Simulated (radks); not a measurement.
Mn III, configuration [Ne] 3p6 3d5 4f2 (not the ground configuration).

Calculated with a radial shooting solver on a logarithmic mesh with Libxc functionals: scalar-relativistic Kohn-Sham, PBE, spin-polarised, spherical densities, finite nucleus; open shells are filled with parallel spins first; Fermi nuclear charge, rms radius 3.7057 fm.

Energy parts (eV):
part                      energy
total                 -31279.841
kinetic                31626.328
electron-nucleus      -73711.863
Hartree                12179.209
exchange-correlation   -1373.515

Orbitals (lengths in bohr, moments of r in powers of bohr; r(90%) holds 90 % of the orbital's charge):
orbital,occ.,eigenvalue (eV),<1/r>,r(90%)
1s up,1,-6484.600,24.93,0.109
1s down,1,-6484.630,24.93,0.109
2s up,1,-795.3760,5.303,0.434
2s down,1,-792.5809,5.317,0.432
2p up,3,-681.7335,5.203,0.405
2p down,3,-679.6105,5.216,0.404
3p up,3,-102.1300,1.587,1.31
3p down,3,-95.3509,1.570,1.33
3d up,5,-51.9062,1.331,1.55
3d down,0,-45.4075,1.300,1.62
4f up,2,-7.7521,0.2458,6.84

The highest occupied level is 4f up at -7.752 eV. The configuration is held as typed, so some empty levels lie below it. Summed over all electrons, <r^2> = 60.46 bohr^2, which gives a Langevin (diamagnetic) susceptibility term of -47.9 x 10^-6 cm^3/mol. The spin density at the nucleus is -2.999 e/bohr^3 (1s -0.044, 2s -2.955). The electron density at the nucleus is 1.311e+04 e/bohr^3 (large components only). The density falls to 0.001 e/bohr^3 at r = 5.47 bohr.
